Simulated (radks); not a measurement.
Problem. Pd IV, 43 electrons, occupied as [Kr] 4d7 (the NIST ground configuration). All-electron calculation, Dirac Kohn-Sham, PBEsol, spin-unpolarised, spherical densities, finite nucleus; open shells are shared between the two j in proportion to 2j + 1; Fermi nuclear charge, rms radius 4.5318 fm. Program: a radial shooting solver on a logarithmic mesh with Libxc functionals. Some entries of the table are withheld. Estimate them.

| orbital | occ. | eigenvalue (hartree) | <r^2> (bohr^2) | <1/r> (bohr^-1) |
|---|---|---|---|---|
| 1s1/2 | 2 | -888.5767 | 0.001372 | 48.22 |
| 2s1/2 | 2 | -131.0268 | 0.02252 | 11.08 |
| 2p1/2 | 2 | -121.6687 | 0.01686 | 11.06 |
| 2p3/2 | 4 | -115.8162 | 0.01819 | 10.42 |
| 3s1/2 | 2 | -24.86781 | 0.1647 | 3.861 |
| 3p1/2 | 2 | (1) | 0.1604 | 3.766 |
| 3p3/2 | 4 | (2) | 0.1697 | 3.611 |
| 3d3/2 | 4 | -13.60790 | 0.1510 | 3.444 |
| 3d5/2 | 6 | -13.40428 | 0.1539 | 3.404 |
| 4s1/2 | 2 | (3) | 0.9959 | 1.476 |
| 4p1/2 | 2 | -3.47284 | 1.153 | 1.359 |
| 4p3/2 | 4 | -3.30345 | 1.220 | 1.311 |
| 4d3/2 | 2.8 | (4) | 1.986 | 1.023 |
| 4d5/2 | 4.2 | (5) | 2.026 | 1.012 |

Solution. 
(1) 3p1/2 eigenvalue (hartree): -21.17422
(2) 3p3/2 eigenvalue (hartree): -20.15370
(3) 4s1/2 eigenvalue (hartree): -4.62674
(4) 4d3/2 eigenvalue (hartree): -1.54202
(5) 4d5/2 eigenvalue (hartree): -1.52078
